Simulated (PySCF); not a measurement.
Job file and geometry (Å, from GFN2-xTB) of an NMR shielding run on SMILES CC[SiH2]CC(F)(F)F, C₄H₉F₃Si, GIAO PBE0/pcSseg-1 NMR shielding, non-relativistic, gas phase (PySCF); density fitting, a coarse starting grid and PySCF grid level 2 are the driver's defaults:

```
$ OMP_NUM_THREADS=1 python probes_run.py task.json out

{"job": {"kind": "nmr", "xc": "PBE0", "basis": "pcSseg-1"}, "charge": 0, "multiplicity": 1}
C      2.628630    -0.611522     0.014278
C      1.206856    -0.416600    -0.505073
Si     0.162940     0.677640     0.642927
C     -1.566489     0.968417    -0.135098
C     -2.404505    -0.266488    -0.087642
F     -2.581792    -0.728142     1.163436
F     -1.874140    -1.287374    -0.786469
F     -3.643063    -0.086661    -0.590048
H      2.618195    -1.091122     0.989692
H      3.136295     0.344462     0.116215
H      3.206319    -1.233968    -0.666043
H      1.252104     0.025909    -1.503205
H      0.737894    -1.395303    -0.625786
H      0.739846     2.021656     0.767358
H     -0.024558     0.072500     1.962858
H     -2.103988     1.741982     0.409474
H     -1.497543     1.276646    -1.176783
```

Problem. What does the program print?

Solution. 
```
coarse grid: 14808 points
cycle   1  E = -746.0282587358  dE =  8.485e-01  |g| = 9.165e-01  |ddm| = 3.474e+00
cycle   2  E = -745.9091567289  dE =  1.191e-01  |g| = 1.298e+00  |ddm| = 1.108e+00
cycle   3  E = -746.1773636066  dE = -2.682e-01  |g| = 7.818e-02  |ddm| = 6.467e-01
cycle   4  E = -746.1783744524  dE = -1.011e-03  |g| = 3.814e-02  |ddm| = 7.800e-02
cycle   5  E = -746.1786986066  dE = -3.242e-04  |g| = 3.864e-03  |ddm| = 3.040e-02
cycle   6  E = -746.1787018511  dE = -3.244e-06  |g| = 1.098e-03  |ddm| = 4.698e-03
final grid: 139920 points
cycle   7  E = -746.2443676974  dE = -4.602e-05  |g| = 8.792e-03  |ddm| = 2.402e-02
cycle   8  E = -746.2443574364  dE =  1.026e-05  |g| = 1.149e-02  |ddm| = 1.446e-02
cycle   9  E = -746.2443852677  dE = -2.783e-05  |g| = 6.888e-04  |ddm| = 7.765e-03
cycle  10  E = -746.2443853356  dE = -6.797e-08  |g| = 2.749e-04  |ddm| = 5.515e-04
cycle  11  E = -746.2443853484  dE = -1.278e-08  |g| = 5.022e-05  |ddm| = 1.812e-04
cycle  12  E = -746.2443853489  dE = -4.959e-10  |g| = 1.659e-05  |ddm| = 5.354e-05
converged SCF energy = -746.2443853489

GIAO shielding tensors (ppm)
atom      isotropic    diamagn.    paramagn.     s11        s22        s33       span
  0 C      175.903     245.214     -69.310    168.589    170.099    189.022     20.434
  1 C      179.105     254.122     -75.017    170.738    176.093    190.483     19.746
  2 Si     389.332     881.942    -492.609    354.519    377.499    435.978     81.459
  3 C      164.711     256.862     -92.151    150.692    156.789    186.652     35.960
  4 C       49.375     242.249    -192.873     39.991     48.964     59.170     19.179
  5 F      246.419     475.369    -228.950    155.730    248.882    334.643    178.913
  6 F      247.184     478.531    -231.347    158.687    247.310    335.556    176.869
  7 F      235.854     469.007    -233.153    143.587    225.981    337.993    194.406
  8 H       30.734      29.215       1.519     25.985     29.197     37.019     11.034
  9 H       30.779      28.836       1.943     26.076     29.021     37.241     11.165
 10 H       30.208      27.668       2.540     24.912     27.619     38.093     13.181
 11 H       30.881      32.942      -2.061     25.481     30.551     36.611     11.130
 12 H       30.384      33.482      -3.098     24.395     30.636     36.120     11.725
 13 H       27.700      30.526      -2.826     23.908     26.348     32.845      8.937
 14 H       27.432      30.594      -3.163     23.690     26.921     31.684      7.994
 15 H       30.110      29.672       0.438     25.546     28.806     35.977     10.430
 16 H       30.171      31.978      -1.807     26.546     28.855     35.112      8.566
```

Problem. Turn these shieldings into chemical shifts. Chemical shifts δ = σref − σ; ¹³C (σref 186.93) and ²⁹Si (σref 349.16) and ¹H (σref 31.72) against TMS; ¹⁹F (σref 170.95) against CFCl3, all at this level.

Solution. Averaging equivalent atoms: C 4: 137.5; C 3: 22.2; C 0: 11.0; C 1: 7.8; Si 2: -40.2; F 5/6/7: -72.2; H 13/14: 4.15; H 15/16: 1.58; H 8/9/10: 1.14; H 11/12: 1.08 ppm. Unscaled 19F shifts against computed CFCl3 carry errors that often reach 10 to 50 ppm.

Size and cost of the density-fitted run: 188 basis functions, 52 s wall time on 1 thread of an Arm Neoverse N1, shared host; peak memory 0.77 GiB.
